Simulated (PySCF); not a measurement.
C3H8OSi2, SMILES [C@H]1([SiH2]C=CO1)[SiH3].

Coordinates come from a B3LYP-D3(BJ)/def2-SVP optimisation. The structure was generated by enumeration; whether it is a known compound was not checked. The values are those of a single conformer.

All values below come from PBE/def2-TZVP (PySCF).

Isolated molecule, no solvent.

The total energy is -772.85379 hartree and the highest occupied level is -5.58 eV. The lowest empty level is -0.99 eV, the orbital gap is 4.60 eV and the dipole moment is 0.46 D. The quadrupole, principal values (traceless, Buckingham form, about the centre of nuclear charge) is -2.91, -2.50, 5.41 D·Å, the mean static polarisability is 92.0 bohr³ (13.64 Å³) and the polarisability, principal values comes out as 73.7, 95.8, 106.6 bohr³.
